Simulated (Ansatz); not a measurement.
**Molecular dynamics of H16CO10**

The input (input.yaml):

```yaml
accuracy: low
crystal:
  lattice:
    - [6.956189, 0.0, 0.0]
    - [0.0, 6.956189, 0.0]
    - [0.0, 0.0, 6.956189]
  atoms:
    - { symbol: O, position: [0.55959214, 0.88905934, 0.8114542] }
    - { symbol: H, position: [0.49598312, 0.96573196, 0.70759302] }
    - { symbol: H, position: [0.68996578, 0.93926583, 0.81839637] }
    - { symbol: O, position: [0.02052572, 0.3415502, 0.11208654] }
    - { symbol: H, position: [0.03355513, 0.45960625, 0.18760706] }
    - { symbol: H, position: [-0.11872946, 0.31342674, 0.11859316] }
    - { symbol: O, position: [0.32931335, 0.07707108, 0.56800685] }
    - { symbol: H, position: [0.33247371, 0.06546877, 0.42742246] }
    - { symbol: H, position: [0.2412928, -0.02909251, 0.60779839] }
    - { symbol: O, position: [0.96809626, 0.71827597, 0.30682947] }
    - { symbol: H, position: [1.01620928, 0.8274138, 0.23161356] }
    - { symbol: H, position: [0.83114904, 0.71152694, 0.2773954] }
    - { symbol: O, position: [0.12583482, 0.76468688, 0.69197858] }
    - { symbol: H, position: [0.2115276, 0.66103882, 0.73538393] }
    - { symbol: H, position: [0.05957233, 0.71501169, 0.57800569] }
    - { symbol: O, position: [0.62094951, 0.32060649, 0.12143023] }
    - { symbol: H, position: [0.56250189, 0.39506601, 0.01510301] }
    - { symbol: H, position: [0.52024937, 0.22642333, 0.15232791] }
    - { symbol: O, position: [0.44340961, 0.52076833, 0.81443679] }
    - { symbol: H, position: [0.51005321, 0.64683364, 0.7975993] }
    - { symbol: H, position: [0.46854959, 0.44609795, 0.69883169] }
    - { symbol: O, position: [0.28569738, 1.06324212, 0.16185159] }
    - { symbol: H, position: [0.32861301, 1.0026041, 0.04276687] }
    - { symbol: H, position: [0.18796961, 1.16402344, 0.12899451] }
    - { symbol: C, position: [0.91210409, 0.25861143, 0.67912612] }
    - { symbol: O, position: [0.90579252, 0.39750061, 0.5849273] }
    - { symbol: O, position: [0.91171546, 0.12065221, 0.77528508] }
basis:
  ecutwfc: 420.0
kpoints:
  mp_grid: { grid: [1, 1, 1] }
hamiltonian:
  xc: pbe
  dispersion: d3bj
scf:
  occupations: { method: fermi_dirac, width: 0.05 }
  lower_state_search: "off"
md:
  timestep: 0.5
  n_steps: 300
  ensemble: nvt_langevin
  temperature: 400.0
  initial_velocities: maxwell_boltzmann
  seed: 235025
  friction: 0.02
```

Run as:

```bash
$ ansatz run input.yaml --threads 1 --pin off --max-ram 3072MiB --backend cpu --events-out ev --progress --plain --runs-dir out
```

It starts from a partly relaxed structure (largest force component 0.24 eV/Å).

Output, in part (step lines):

```
md step     0: t =     0.00 fs  T =   385.2 K  F+E_penalty+E_count = -6182.60688374 eV  E_kin = 1.344304 eV  (9 SCF iters)
md step     1: t =     0.50 fs  T =   365.3 K  F+E_penalty+E_count = -6182.57424265 eV  E_kin = 1.274918 eV  (8 SCF iters)
md step     2: t =     1.00 fs  T =   335.7 K  F+E_penalty+E_count = -6182.49059157 eV  E_kin = 1.171728 eV  (8 SCF iters)
md step     3: t =     1.50 fs  T =   302.7 K  F+E_penalty+E_count = -6182.38784375 eV  E_kin = 1.056356 eV  (8 SCF iters)
md step     4: t =     2.00 fs  T =   304.9 K  F+E_penalty+E_count = -6182.29688246 eV  E_kin = 1.064013 eV  (8 SCF iters)
md step     5: t =     2.50 fs  T =   303.8 K  F+E_penalty+E_count = -6182.24581336 eV  E_kin = 1.060252 eV  (6 SCF iters)
md step     6: t =     3.00 fs  T =   316.4 K  F+E_penalty+E_count = -6182.24767000 eV  E_kin = 1.104378 eV  (7 SCF iters)
md step     7: t =     3.50 fs  T =   318.6 K  F+E_penalty+E_count = -6182.28642350 eV  E_kin = 1.111905 eV  (6 SCF iters)
[... lines left out ...]
md step   300: t =   150.00 fs  T =   351.8 K  F+E_penalty+E_count = -6181.49506994 eV  E_kin = 1.227626 eV  (8 SCF iters)
```

The steps, from the saved trajectory:

```csv
time (fs),T (K),potential energy less start (eV)
0.0,385,0.000
5.0,369,0.222
10.0,362,0.404
15.0,324,0.574
20.0,300,0.654
25.0,299,0.605
30.0,262,0.699
35.0,308,0.651
40.0,224,0.908
45.0,245,0.829
50.0,261,0.926
55.0,293,0.992
60.0,309,1.127
65.0,295,1.135
70.0,314,1.199
75.0,405,1.161
80.0,432,1.082
85.0,406,1.208
90.0,366,1.315
95.0,240,1.643
100.0,386,1.130
105.0,369,1.328
110.0,365,1.214
115.0,324,1.229
120.0,334,1.254
125.0,338,1.186
130.0,332,1.213
135.0,382,1.011
140.0,426,0.919
145.0,445,0.805
150.0,352,1.112
```

All steps were run. A run of 0.15 ps of so small a system gives no equilibrium averages. Limits of this set-up: coarse k mesh, low accuracy level.

Mean squared displacements from the first frame to the last, about the centre of mass: O 0.23 Å², H 0.32 Å², C 0.35 Å².

Last frame:

```xyz
27
Lattice="6.9562 0.0000 0.0000 0.0000 6.9562 0.0000 0.0000 0.0000 6.9562" Properties=species:S:1:pos:R:3
O 3.932 6.369 5.976
H 3.563 6.720 5.121
H 4.878 6.496 5.841
O 0.231 1.832 0.389
H 0.819 2.532 0.771
H -0.579 1.934 0.986
O 2.355 0.579 3.874
H 2.439 0.132 2.972
H 1.746 0.046 4.346
O 7.388 5.072 2.175
H 7.745 5.822 1.687
H 6.590 4.760 1.734
O 0.825 5.503 5.028
H 0.947 4.617 5.395
H 0.443 5.348 4.113
O 4.320 2.382 0.679
H 3.818 2.691 -0.114
H 3.845 1.635 1.058
O 2.985 3.372 5.406
H 3.511 4.124 5.209
H 2.797 2.723 4.696
O 2.360 7.138 1.070
H 2.877 6.644 0.414
H 1.579 7.503 0.656
C 5.952 2.288 4.682
O 6.098 3.336 4.109
O 5.845 1.196 5.024
```

Run time: 3.6 min on 1 thread of AMD EPYC 9R45 96-Core Processor (Zen 5), with other jobs on the host, peak memory 0.5 GiB.
